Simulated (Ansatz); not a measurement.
Coupled-cluster diagnostics for Si₄O₄, Ansatz.

Geometry of the singlet (B3LYP-D4/def2-SVP):

```tsv
atom	x (Å)	y (Å)	z (Å)
Si1	1.526	-1.083	1.714
Si2	-1.155	1.664	-0.016
Si3	-0.144	-1.033	-0.807
Si4	1.139	1.043	-0.479
O5	1.697	0.475	1.018
O6	-2.493	2.385	-0.155
O7	0.444	-1.747	0.601
O8	-1.015	-1.704	-1.875
```

Correlated methods freeze 24 core orbitals. Another isomer (singlet) lies 3.16 eV lower at PBE0-D4/def2-TZVP; other spin states weren't run for this one.

**Question.** Estimate the CCSD(T) correlation energy, the shares of MP2 and (T), T1 and the reference's ⟨S²⟩ for: charge 0, singlet, own geometry in def2-SVP; and the rough time on 4 threads of Arm Neoverse V2 on a shared host.

**Answer.** 
```
                          state     basis  correlation (eV)  MP2 share (%)  (T) share (%)     T1  ⟨S²⟩ (pure)  wall time   remarks
charge 0, singlet, own geometry  def2-SVP           -31.192           94.5            4.0  0.026  0.00 (0.00)       12 s  large T1
```
Customary marks for T1 are 0.02 (closed shells), 0.045 (open shells) and about 0.05 (3d metals). T1 exceeds 0.02 in 1 of 1 rows and 0.045 in 0; the higher it lies, the less the single-reference result can be trusted.
